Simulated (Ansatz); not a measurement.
Ansatz (a quantum-chemistry and plane-wave program) input (CCSD(T)/def2-SVPD):

Ansatz 0.2 input:
```yaml
crystal:
  periodic: [false, false, false]
  atoms:
    - {symbol: Te, position_ang: [-0.00000000, -0.00000000, -0.03158065]}
    - {symbol: H, position_ang: [0.00000000, 0.00000000, 1.64219355]}
basis:
  gaussian:
    orbitals: def2-SVPD
total_charge: -1
magnetization: {spin_polarized: false}
correlation: {method: ccsd_t, electrons: outside_noble_gas}
output: {forces: true}
```

End of the output:

```
cycle   1  -3.48072473 eV  change   -3.3e-1 eV  update   5.4e-2
cycle   2  -3.59292833 eV  change   -1.1e-1 eV  update   1.8e-2
cycle   3  -3.60639310 eV  change   -1.3e-2 eV  update   6.1e-3
cycle   4  -3.60531563 eV  change    1.1e-3 eV  update   1.8e-3
cycle   5  -3.60481627 eV  change    5.0e-4 eV  update   5.3e-4
cycle   6  -3.60473867 eV  change    7.8e-5 eV  update   1.2e-4
cycle   7  -3.60475313 eV  change   -1.4e-5 eV  update   3.4e-5
cycle   8  -3.60475421 eV  change   -1.1e-6 eV  update   9.1e-6
cycle   9  -3.60475190 eV  change    2.3e-6 eV  update   2.4e-6
perturbative correction -0.11033365 eV, -0.0040546870 hartree
the calculation of the forces begins
Total energy: -7285.84440073 eV, -267.7498432039 hartree
Atom 0 at    -0.000000    -0.000000    -0.031581 Å, force     0.000000    -0.000000    -0.118591 eV/Å
Atom 1 at     0.000000     0.000000     1.642194 Å, force    -0.000000     0.000000     0.118591 eV/Å
Dipole moment:    -0.000000     0.000000    -0.059020 e Å
```

Whether it binds its extra electron was not tested at this geometry.
